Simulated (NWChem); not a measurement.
System: CHF, singlet; SMILES F[CH]

Excerpt of the output:

```
             Northwest Computational Chemistry Package (NWChem) 7.3.0
             --------------------------------------------------------

 CS  symmetry detected

                             Geometry "geometry" -> ""
                             -------------------------

 Output coordinates in angstroms (scale by  1.889725989 to convert to a.u.)

  No.       Tag          Charge          X              Y              Z
 ---- ---------------- ---------- -------------- -------------- --------------
    1 C                    6.0000     0.13258586     0.70756475     0.00000000
    2 F                    9.0000     0.01627349    -0.58784309     0.00000000
    3 H                    1.0000    -0.94197656     1.04519937     0.00000000

 Effective nuclear repulsion energy (a.u.)      27.3049516050

      Symmetry information
      --------------------

 Group name             Cs
 Group number              2
 Group order               2
 No. of unique centers     3

  pbe96 is a nonlocal functional; adding pw91lda local functional.

                                 NWChem DFT Module
                                 -----------------

 Summary of "ao basis" -> "ao basis" (spherical)
 ------------------------------------------------------------------------------
       Tag                 Description            Shells   Functions and Types
 ---------------- ------------------------------  ------  ---------------------
 C                          def2-svp                 6       14   3s2p1d
 F                          def2-svp                 6       14   3s2p1d
 H                          def2-svp                 3        5   2s1p

      Symmetry analysis of basis
      --------------------------

        a'         24
        a"          9

            General Information
            -------------------
          SCF calculation type: DFT
          Wavefunction type:  closed shell.
          No. of atoms     :     3
          No. of electrons :    16
           Alpha electrons :     8
            Beta electrons :     8
          Charge           :     0
          Spin multiplicity:     1
          Use of symmetry is: on ; symmetry adaption is: on
          Maximum number of iterations: 150
          AO basis - number of functions:    33
                     number of shells:    15
          Convergence on energy requested:  1.00D-06
          Convergence on density requested:  1.00D-05
          Convergence on gradient requested:  5.00D-04

              XC Information
              --------------
                     Hartree-Fock (Exact) Exchange  1.000
                     LC-wPBE(h)Exchange Functional  1.000
            Perdew 1991 LDA Correlation Functional  1.000 local
           PerdewBurkeErnz. Correlation Functional  1.000 non-local

           Range-Separation Parameters
           ---------------------------
           Alpha           :  0.00
           Beta            :  1.00
           Gamma           :  0.80
           Short-Range HF  :     F

             Grid Information
             ----------------
          Grid used for XC integration:  medium
          Radial quadrature: Mura-Knowles
          Angular quadrature: Lebedev.
          Tag              B.-S. Rad. Rad. Pts. Rad. Cut. Ang. Pts.
          ---              ---------- --------- --------- ---------
          C                   0.70       49           6.0       434
          F                   0.50       49           7.0       434
          H                   0.35       45           6.0       434
          Grid pruning is: on
          Number of quadrature shells:   143
          Spatial weights used:  Erf1

      Superposition of Atomic Density Guess
      -------------------------------------

 Sum of atomic energies:        -137.41660090

      Non-variational initial energy
      ------------------------------

 Total energy =    -137.717995
 1-e energy   =    -243.949530
 2-e energy   =      78.926584
 HOMO         =      -0.215481
 LUMO         =      -0.058069

      Symmetry analysis of molecular orbitals - initial
      -------------------------------------------------

  Numbering of irreducible representations:

     1 a'          2 a"

  Orbital symmetries:

     1 a'          2 a'          3 a'          4 a'          5 a'
     6 a"          7 a'          8 a'          9 a"         10 a'
    11 a'         12 a'         13 a'         14 a"         15 a'
    16 a'         17 a'         18 a'

   convergence    iter        energy       DeltaE   RMS-Dens  Diis-err
 ---------------- ----- ----------------- --------- --------- ---------
 d= 0,ls=0.0,diis     1   -138.1767504808 -1.65D+02  1.64D-02  3.61D-01
 d= 0,ls=0.0,diis     2   -138.2094860849 -3.27D-02  5.42D-03  1.03D-01
 d= 0,ls=0.0,diis     3   -138.2180637500 -8.58D-03  1.66D-03  9.22D-03
 d= 0,ls=0.0,diis     4   -138.2189348025 -8.71D-04  9.84D-04  3.25D-04
 d= 0,ls=0.0,diis     5   -138.2190285316 -9.37D-05  4.73D-04  2.35D-05
  Resetting Diis
 d= 0,ls=0.0,diis     6   -138.2190403834 -1.19D-05  7.18D-05  5.62D-07
 d= 0,ls=0.0,diis     7   -138.2190406431 -2.60D-07  4.94D-06  1.48D-08

         Total DFT energy =     -138.219040643097
      One electron energy =     -244.333370742581
           Coulomb energy =       94.885871609368
    Exchange-Corr. energy =      -16.076493114886
 Nuclear repulsion energy =       27.304951605002

 Numeric. integr. density =       15.999999173705

                  Occupations of the irreducible representations
                  ----------------------------------------------

                     irrep           alpha         beta
                     --------     --------     --------
                     a'                7.0          7.0
                     a"                1.0          1.0

                       DFT Final Molecular Orbital Analysis
                       ------------------------------------

 Vector    6  Occ=2.000000D+00  E=-7.108310D-01  Symmetry=a"
              MO Center=  2.5D-02, -4.7D-01, -4.0D-15, r^2= 5.7D-01
   Bfn.  Coefficient  Atom+Function         Bfn.  Coefficient  Atom+Function
  ----- ------------  ---------------      ----- ------------  ---------------
    20      0.636735  2 F  pz                23     -0.424343  2 F  pz
     6     -0.164149  1 C  pz                 9     -0.086962  1 C  pz
    11      0.036882  1 C  d -1

 Vector    7  Occ=2.000000D+00  E=-6.662868D-01  Symmetry=a'
              MO Center= -6.7D-02,  2.3D-01,  1.2D-15, r^2= 1.4D+00
   Bfn.  Coefficient  Atom+Function         Bfn.  Coefficient  Atom+Function
  ----- ------------  ---------------      ----- ------------  ---------------
    18      0.368382  2 F  px                19     -0.348471  2 F  py
     5     -0.282739  1 C  py                 2     -0.258421  1 C  s
    21     -0.249480  2 F  px                29     -0.243139  3 H  s
    22      0.214079  2 F  py                 3     -0.201723  1 C  s
     1      0.118486  1 C  s                  8     -0.070564  1 C  py

 Vector    8  Occ=2.000000D+00  E=-4.183142D-01  Symmetry=a'
              MO Center=  2.8D-01,  7.1D-01,  6.8D-16, r^2= 1.2D+00
   Bfn.  Coefficient  Atom+Function         Bfn.  Coefficient  Atom+Function
  ----- ------------  ---------------      ----- ------------  ---------------
     4      0.470191  1 C  px                 3      0.416878  1 C  s
     2      0.290740  1 C  s                 18      0.282274  2 F  px
    29     -0.264036  3 H  s                  7      0.248659  1 C  px
    21     -0.223393  2 F  px                30     -0.170062  3 H  s
     5      0.158641  1 C  py                 1     -0.130290  1 C  s

 Vector    9  Occ=0.000000D+00  E= 3.421015D-02  Symmetry=a"
              MO Center=  1.1D-01,  6.4D-01, -1.1D-15, r^2= 1.4D+00
   Bfn.  Coefficient  Atom+Function         Bfn.  Coefficient  Atom+Function
  ----- ------------  ---------------      ----- ------------  ---------------
     9      0.620214  1 C  pz                 6      0.537219  1 C  pz
    23     -0.266990  2 F  pz                20      0.262394  2 F  pz

 Vector   10  Occ=0.000000D+00  E= 1.949012D-01  Symmetry=a'
              MO Center= -1.2D+00,  1.1D+00, -3.3D-16, r^2= 2.4D+00
   Bfn.  Coefficient  Atom+Function         Bfn.  Coefficient  Atom+Function
  ----- ------------  ---------------      ----- ------------  ---------------
    30      2.175384  3 H  s                  3     -1.316827  1 C  s
     7      0.916303  1 C  px                 8     -0.361192  1 C  py
     4      0.303456  1 C  px                 2     -0.194249  1 C  s
     5     -0.132551  1 C  py                21     -0.094641  2 F  px
     1      0.085021  1 C  s                 18      0.045453  2 F  px

 Vector   11  Occ=0.000000D+00  E= 2.889438D-01  Symmetry=a'
              MO Center=  8.4D-02,  6.1D-01,  4.1D-16, r^2= 2.4D+00
   Bfn.  Coefficient  Atom+Function         Bfn.  Coefficient  Atom+Function
  ----- ------------  ---------------      ----- ------------  ---------------
     3      1.197606  1 C  s                  8     -1.187817  1 C  py
    17     -1.050619  2 F  s                 30     -0.518074  3 H  s
    22     -0.459297  2 F  py                 5     -0.299421  1 C  py
    19      0.246224  2 F  py                 7     -0.210725  1 C  px
    16     -0.170539  2 F  s                 15     -0.105347  2 F  s

     Multipole analysis of the density
     ---------------------------------

     L   x y z        total         alpha         beta         nuclear
     -   - - -        -----         -----         ----         -------
     0   0 0 0     -0.000000     -8.000000     -8.000000     16.000000

     1   1 0 0     -0.640556     -0.320278     -0.320278     -0.000000
     1   0 1 0      0.044025      0.022012      0.022012     -0.000000
     1   0 0 1     -0.000000     -0.000000     -0.000000      0.000000

     2   2 0 0     -8.850766     -6.202304     -6.202304      3.553842
     2   1 1 0     -1.445191      0.184046      0.184046     -1.813284
     2   1 0 1      0.000000      0.000000      0.000000      0.000000
     2   0 2 0     -9.102366    -17.418378    -17.418378     25.734391
     2   0 1 1     -0.000000     -0.000000     -0.000000      0.000000
     2   0 0 2     -7.411612     -3.705806     -3.705806      0.000000

                                 NWChem DFT Module
                                 -----------------

      Symmetry analysis of basis
      --------------------------

        a'         24
        a"          9

            General Information
            -------------------
          SCF calculation type: DFT
          Wavefunction type:  spin polarized.
          No. of atoms     :     3
          No. of electrons :    15
           Alpha electrons :     8
            Beta electrons :     7
          Charge           :     1
          Spin multiplicity:     2
          Use of symmetry is: on ; symmetry adaption is: on
          Maximum number of iterations: 150
          This is a Direct SCF calculation.
          AO basis - number of functions:    33
                     number of shells:    15
          Convergence on energy requested:  1.00D-06
          Convergence on density requested:  1.00D-05
          Convergence on gradient requested:  5.00D-04

              XC Information
              --------------
                     Hartree-Fock (Exact) Exchange  1.000
                     LC-wPBE(h)Exchange Functional  1.000
            Perdew 1991 LDA Correlation Functional  1.000 local
           PerdewBurkeErnz. Correlation Functional  1.000 non-local

           Range-Separation Parameters
           ---------------------------
           Alpha           :  0.00
           Beta            :  1.00
           Gamma           :  0.80
           Short-Range HF  :     F

             Grid Information
             ----------------
          Grid used for XC integration:  medium
          Radial quadrature: Mura-Knowles
          Angular quadrature: Lebedev.
          Tag              B.-S. Rad. Rad. Pts. Rad. Cut. Ang. Pts.
          ---              ---------- --------- --------- ---------
          C                   0.70       49           6.0       434
          F                   0.50       49           7.0       434
          H                   0.35       45           6.0       434
          Grid pruning is: on
          Number of quadrature shells:   143
          Spatial weights used:  Erf1

      Superposition of Atomic Density Guess
      -------------------------------------

 Sum of atomic energies:        -137.41660090

 Renormalizing density from      16.00 to     15

      Non-variational initial energy
      ------------------------------

 Total energy =    -132.028666
 1-e energy   =    -228.702685
 2-e energy   =      69.369068
 HOMO         =      -0.640486
 LUMO         =      -0.502400

   Symmetry analysis of molecular orbitals - initial alpha
   -------------------------------------------------------

  Numbering of irreducible representations:

     1 a'          2 a"

  Orbital symmetries:

     1 a'          2 a'          3 a'          4 a'          5 a'
     6 a"          7 a'          8 a'          9 a"         10 a'
    11 a'         12 a'         13 a"         14 a'         15 a'
    16 a'         17 a'         18 a'

   Symmetry analysis of molecular orbitals - initial beta
   ------------------------------------------------------

  Numbering of irreducible representations:

     1 a'          2 a"

  Orbital symmetries:

     1 a'          2 a'          3 a'          4 a'          5 a'
     6 a"          7 a'          8 a'          9 a"         10 a'
    11 a'         12 a'         13 a"         14 a'         15 a'
    16 a'         17 a'         18 a'

   convergence    iter        energy       DeltaE   RMS-Dens  Diis-err
 ---------------- ----- ----------------- --------- --------- ---------
 d= 0,ls=0.0,diis     1   -137.5525959785 -1.65D+02  2.14D-02  7.54D-01
                                                     2.13D-02  7.46D-01
 d= 0,ls=0.0,diis     2   -137.4112138248  1.41D-01  1.16D-02  1.26D+00
                                                     1.24D-02  1.26D+00
 d= 0,ls=0.0,diis     3   -137.8234134418 -4.12D-01  1.93D-03  3.53D-03
                                                     1.33D-03  2.75D-03
 d= 0,ls=0.0,diis     4   -137.8264771724 -3.06D-03  8.13D-04  2.66D-04
                                                     9.69D-04  4.84D-04
 d= 0,ls=0.0,diis     5   -137.8272545258 -7.77D-04  4.25D-04  7.40D-05
                                                     5.88D-04  1.02D-04
  Resetting Diis
 d= 0,ls=0.0,diis     6   -137.8274738439 -2.19D-04  1.73D-04  1.05D-05
                                                     2.98D-04  1.84D-05
 d= 0,ls=0.0,diis     7   -137.8275150068 -4.12D-05  3.00D-05  1.23D-06
                                                     3.74D-05  2.07D-06
 d= 0,ls=0.0,diis     8   -137.8275173892 -2.38D-06  2.89D-05  8.73D-07
                                                     2.47D-05  4.69D-07
 d= 0,ls=0.0,diis     9   -137.8275185357 -1.15D-06  2.69D-05  1.99D-07
                                                     3.46D-05  5.96D-07
 d= 0,ls=0.0,diis    10   -137.8275192479 -7.12D-07  9.50D-06  3.60D-08
                                                     9.68D-06  2.17D-08

         Total DFT energy =     -137.827519247915
      One electron energy =     -238.308956367115
           Coulomb energy =       88.862118085718
    Exchange-Corr. energy =      -15.685632571520
 Nuclear repulsion energy =       27.304951605002

 Numeric. integr. density =       14.999999705306

                  Occupations of the irreducible representations
                  ----------------------------------------------

                     irrep           alpha         beta
                     --------     --------     --------
                     a'                7.0          6.0
                     a"                1.0          1.0

[...]
```

Level: LC-wPBE (HJS exchange hole, range parameter 0.8 per bohr)/def2-SVP, vertical spin-unrestricted ions. Low-valent species are run as closed-shell singlets; no triplet was tried in these runs. The geometry was optimised at PBE0-D3(BJ)/def2-TZVP.

Problem. Write an input that gives this output.

Solution. One answer among several that fit: the input that was run:
```
start job
memory heap 200 mb stack 900 mb global 1100 mb
geometry units angstroms noautoz
  C      0.152456     0.712169     0.000000
  F     -0.004342    -0.578964     0.000000
  H     -0.911013     1.083269     0.000000
end
basis spherical
  C library def2-svp
  F library def2-svp
  H library def2-svp
end
dft
  xc xwpbe 1.00 cpbe96 1.0 hfexch 1.00
  cam 0.8 cam_alpha 0.0 cam_beta 1.0
  iterations 150
  vectors input atomic output neutral.movecs
end
task dft energy
charge 1
dft
  odft
  mult 2
  vectors input atomic output cation.movecs
end
task dft energy
```
